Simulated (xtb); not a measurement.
C$_{6}$H$_{17}$N$_{2}$ (SMILES CN(C)CC[NH+](C)C), charge +1, singlet, from a rough starting geometry; GFN2-xTB (xtb).

xtb was given this input:
```
$ xtb mol.xyz --gfn 2 --chrg 1 --opt vtight --json

# file mol.xyz
25

C      2.23392315     0.24901603     0.54008272
N      1.15981920     0.19040768    -0.45194976
C      1.62181098     0.54376527    -1.71146707
C      0.50112010    -1.00884323    -0.38693756
C     -0.56701132    -1.15102508     0.82598491
N     -1.62705617    -0.17550439     0.75333473
C     -1.12947013     1.19522962     1.18082395
C     -2.37096732    -0.08504325    -0.50760330
H      1.89900711     0.04589209     1.53775373
H      2.70864768     1.28002119     0.52391579
H      3.07056712    -0.40311011     0.31107966
H      2.31991539    -0.14343000    -2.15541378
H      0.76300297     0.59716166    -2.42712702
H      2.14274389     1.54323695    -1.74509357
H      1.11628191    -1.87264977    -0.26807814
H     -0.02504563    -1.19749582    -1.32948558
H      0.02104944    -1.02931037     1.78711743
H     -0.98982920    -2.17402875     0.75521525
H     -2.29470085    -0.40591800     1.50315024
H     -0.30200715     1.40154921     0.47648282
H     -0.74603692     1.17603708     2.13666768
H     -1.89521796     1.92354679     1.04259422
H     -2.63517899    -1.14627158    -0.76766111
H     -1.70451831     0.31211792    -1.29766229
H     -3.26024462     0.50399539    -0.41156571
```

It wrote (shortened):

```
   ID    Z sym.   atoms
    1    6 C      1, 3-5, 7, 8
    2    7 N      2, 6
    3    1 H      9-25

           -------------------------------------------------
          |                Calculation Setup                |
           -------------------------------------------------

           -------------------------------------------------
          |                 G F N 2 - x T B                 |
           -------------------------------------------------

          ...................................................
          :                      SETUP                      :
          :.................................................:
          :  # basis functions                  49          :
          :  # atomic orbitals                  49          :
          :  # shells                           33          :
          :  # electrons                        50          :
          :  max. iterations                   250          :
          :  Hamiltonian                  GFN2-xTB          :
          :  restarted?                      false          :
          :  GBSA solvation                  false          :
          :  PC potential                    false          :
          :  electronic temp.          300.0000000     K    :
          :  accuracy                    1.0000000          :
          :  -> integral cutoff          0.2500000E+02      :
          :  -> integral neglect         0.1000000E-07      :
          :  -> SCF convergence          0.1000000E-05 Eh   :
          :  -> wf. convergence          0.1000000E-03 e    :
          :  Broyden damping             0.4000000          :
          :  net charge                          1          :
          :  unpaired electrons                  0          :
          ...................................................

 iter      E             dE          RMSdq      gap      omega  full diag
   1    -27.1698822 -0.271699E+02  0.297E+00    8.96       0.0  T
   2    -27.2849493 -0.115067E+00  0.208E+00    7.27       1.0  T
   3    -27.2868628 -0.191344E-02  0.126E+00    7.06       1.0  T
   4    -27.2871573 -0.294556E-03  0.161E-01    6.76       1.0  T
   5    -27.2873562 -0.198894E-03  0.696E-02    6.79       1.0  T
   6    -27.2873656 -0.934944E-05  0.219E-02    6.80       1.0  T
   7    -27.2873663 -0.765763E-06  0.594E-03    6.81       3.4  T
   8    -27.2873664 -0.651527E-07  0.119E-03    6.81      16.7  T
[...]
 * total energy  :   -26.9455260 Eh     change       -0.3973007E-05 Eh
 * total energy  :   -26.9455293 Eh     change       -0.3288913E-05 Eh
 * total energy  :   -26.9455323 Eh     change       -0.2972965E-05 Eh
 * total energy  :   -26.9455349 Eh     change       -0.2613009E-05 Eh
 * total energy  :   -26.9455370 Eh     change       -0.2062235E-05 Eh
 * total energy  :   -26.9455385 Eh     change       -0.1472484E-05 Eh
 * total energy  :   -26.9455395 Eh     change       -0.1076329E-05 Eh
 * total energy  :   -26.9455404 Eh     change       -0.8782845E-06 Eh
 * total energy  :   -26.9455412 Eh     change       -0.7719489E-06 Eh
 * total energy  :   -26.9455419 Eh     change       -0.6717319E-06 Eh
 * total energy  :   -26.9455424 Eh     change       -0.5514789E-06 Eh
 * total energy  :   -26.9455424 Eh     change       -0.5048552E-08 Eh
   *** GEOMETRY OPTIMIZATION CONVERGED AFTER 22 ITERATIONS ***
         :: total energy             -26.945542410645 Eh    ::
[...]
     3   6 C    3.977 --     2 N    1.005    13 H    0.981    14 H    0.980
                            12 H    0.977
     4   6 C    3.981 --     2 N    1.011     5 C    1.000    16 H    0.967
                            15 H    0.954
     5   6 C    3.926 --     4 C    1.000    18 H    0.970    17 H    0.964
                             6 N    0.931
     6   7 N    3.782 --     8 C    0.960     7 C    0.953     5 C    0.931
                            19 H    0.919
     7   6 C    3.901 --    21 H    0.977    22 H    0.975     6 N    0.953
                            20 H    0.950
     8   6 C    3.917 --    25 H    0.975    23 H    0.975    24 H    0.971
                             6 N    0.960
     9   1 H    0.998 --     1 C    0.981
    10   1 H    0.996 --     1 C    0.981
    11   1 H    0.999 --     1 C    0.975
    12   1 H    0.999 --     3 C    0.977
    13   1 H    0.998 --     3 C    0.981
    14   1 H    0.996 --     3 C    0.980
    15   1 H    0.996 --     4 C    0.954
    16   1 H    0.996 --     4 C    0.967
    17   1 H    0.991 --     5 C    0.964
    18   1 H    0.992 --     5 C    0.970
    19   1 H    0.949 --     6 N    0.919
    20   1 H    0.981 --     7 C    0.950
    21   1 H    0.990 --     7 C    0.977
    22   1 H    0.990 --     7 C    0.975
    23   1 H    0.990 --     8 C    0.975
    24   1 H    0.986 --     8 C    0.971
    25   1 H    0.989 --     8 C    0.975
 ---------------------------------------------------------------------------

Topologies differ in total number of bonds
Writing topology from bond orders to xtbtopo.mol

molecular dipole:
                 x           y           z       tot (Debye)
 q only:       -2.220      -0.126       0.892
   full:       -2.203      -0.451       0.995       6.249
molecular quadrupole (traceless):
                xx          xy          yy          xz          yz          zz
 q only:        7.574       0.887      -4.698      -4.041      -0.023      -2.877
  q+dip:        9.473       0.593      -6.082      -6.297      -0.243      -3.391
   full:        9.280       0.905      -6.179      -5.908      -0.305      -3.101

optimized geometry written to: xtbopt.xyz

           -------------------------------------------------
          | TOTAL ENERGY              -26.945542410645 Eh   |
          | GRADIENT NORM               0.000051226617 Eh/α |
          | HOMO-LUMO GAP               7.011166368358 eV   |
           -------------------------------------------------
```
